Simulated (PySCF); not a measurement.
# Molecular orbitals of TlTe

ωB97X at R = 2.933 Å; PySCF, scalar-relativistic core potentials, basis sets Tl cc-pVDZ-PP with ECP60, Te cc-pVDZ-PP with ECP28. State: ²Π (doublet), unpaired electrons π ↑. Only the outer orbitals are listed, counted within each symmetry, core potentials removing the inner ones.

```tsv
spin	orbital	occ.	ε (eV)	on Tl (%)	main shells (%)
α	7σ	1	-18.91	15	85 Te s, 9 Tl d
α	8σ	1	-13.31	84	84 Tl s, 11 Te p
α	5π	1	-8.92	4	96 Te p
α	5π	1	-7.94	6	93 Te p
α	9σ	1	-7.94	32	68 Te p, 22 Tl p, 9 Tl s
α	6π	0	-0.18	97	97 Tl p
α	6π	0	-0.10	94	94 Tl p
α	10σ	0	1.51	87	86 Tl p, 16 Te p
β	7σ	1	-17.93	13	87 Te s
β	8σ	1	-13.23	84	83 Tl s, 10 Te p
β	9σ	1	-7.70	33	67 Te p, 24 Tl p
β	5π	1	-7.62	8	92 Te p
β	5π	0	-1.91	23	77 Te p, 22 Tl p
β	6π	0	-0.08	93	93 Tl p
β	6π	0	0.13	78	78 Tl p, 22 Te p
```

Which are the highest filled and the lowest empty level, where do they sit, and how wide is the gap?

Highest filled β 5π at -7.62 eV (in %: 92 Te p); lowest empty β 5π at -1.91 eV (in %: 77 Te p, 22 Tl p); the gap at ωB97X is 5.71 eV. Both belong to one degenerate shell, split only by its one-sided filling, so this is no excitation gap.

| Property | Result |
| --- | --- |
| bond order (Mayer) | 1.06 |
| ⟨S²⟩ | 0.753 |
| charge on Tl (Mulliken, basis-dependent) | 0.34 |
| charge on Tl (Löwdin, basis-dependent) | 0.22 |
| dipole moment (positive dipole means Tl(−)Te(+)) | -3.86 D |

Spin–orbit coupling is left out, which matters for elements this heavy, above all for dissociation energies. The state is the lowest determinant that a PBE0 search found; another state may lie lower at other levels.
